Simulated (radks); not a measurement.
Coulomb parameter of the 4d shell of the cadmium ion Cd3+ in the model configuration [Kr] 4d8 5s1, as a second difference U = [E(n + 0.5) + E(n - 0.5) - 2 E(n)] / (0.5)^2 with all orbitals relaxed. "Bare": the charge of the atom changes with n. "Screened": the 5s shell takes up the change at fixed total charge, which measures U(4d,4d) + U(5s,5s) - 2 U(4d,5s). Calculated with a radial shooting solver on a logarithmic mesh with Libxc functionals: Dirac Kohn-Sham, PBE, spin-unpolarised, spherical densities, point nucleus; open shells are shared between the two j in proportion to 2j + 1.

case,configuration,E - E(n) (eV)
start,[Kr] 4d8 5s1,0.000
bare +0.5,[Kr] 4d8.5 5s1,-23.225
bare -0.5,[Kr] 4d7.5 5s1,27.324
screened +0.5,[Kr] 4d8.5 5s0.5,-7.770
screened -0.5,[Kr] 4d7.5 5s1.5,8.456

U(bare) = 16.399 eV, U(screened by 5s) = 2.744 eV.
